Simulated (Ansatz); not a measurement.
Z-matrix (Å, degrees):
```
Si
C 1 1.875
H 1 1.484 2 107.3
H 1 1.484 2 109.9 3 -119.9
H 1 1.484 2 109.9 3 119.9
C 2 1.335 1 120.7 3 -0.0
O 2 1.350 1 115.6 3 180.0
Cl 6 1.729 2 120.9 1 180.0
H 6 1.079 2 123.9 1 -0.0
H 7 0.969 2 108.5 1 -180.0
```

The species carries charge 0 and has multiplicity 1.

(1) List the PBE0/def2-TZVPP orbital energies in eV (Ansatz). (Estimate.)

Results:

(1) The calculation gave: Occupied: -2767.99, -1802.76, -523.85, -280.05, -279.73, -259.79, -198.13, -197.91, -197.91, -145.13, -99.79, -99.77, -99.77, -30.15, -24.62, -20.93, -17.45, -15.41, -14.86, -13.13, -12.03, -11.43, -10.18, -10.03, -9.89, -9.76, -9.34, -6.93. Lowest empty: -0.24, 0.44, 0.74, 1.17, 1.66, 1.67, 2.19, 2.68.
